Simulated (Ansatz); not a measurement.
Relaxation of C2H7BSi (11 atoms, charge 0, multiplicity 1), to a largest force component of 0.02 eV/Å in at most 40 steps.

All numbers below come from Ansatz 0.2.0, UKS B3LYP/def2-SVP.

```xyz
11
Properties=species:S:1:pos:R:3
B -1.318 1.524 -0.626
Si 0.293 0.764 0.034
C 0.245 -0.912 0.976
C 0.749 -1.047 -0.424
H -2.248 0.864 -0.898
H -1.419 2.681 -0.782
H 1.544 1.430 0.422
H -0.715 -1.355 1.194
H 0.961 -1.073 1.768
H 1.791 -1.298 -0.544
H 0.116 -1.577 -1.119
```

Problem. Where does it end, and by what steps?

Solution. The run converged. After 5 steps the energy has fallen by 0.130 eV; H5 moved furthest, 0.10 Å.

| step | energy less start (eV) | largest force component (eV/Å) | accepted |
| --- | --- | --- | --- |
| 0 | 0.0000 | 0.903 | yes |
| 1 | -0.1190 | 0.336 | yes |
| 2 | -0.1289 | 0.072 | yes |
| 3 | -0.1295 | 0.071 | yes |
| 4 | -0.1299 | 0.027 | yes |
| 5 | -0.1301 | 0.017 | yes |

```xyz
11
Properties=species:S:1:pos:R:3
B -1.299 1.524 -0.618
Si 0.360 0.746 0.058
C 0.233 -0.941 0.974
C 0.738 -1.078 -0.425
H -2.208 0.771 -0.874
H -1.463 2.705 -0.795
H 1.581 1.509 0.423
H -0.773 -1.308 1.200
H 0.947 -1.078 1.793
H 1.800 -1.309 -0.567
H 0.083 -1.540 -1.170
```

The run took 35 s on 2 threads of Arm Neoverse N1, on a shared host, peak memory 0.25 GiB.
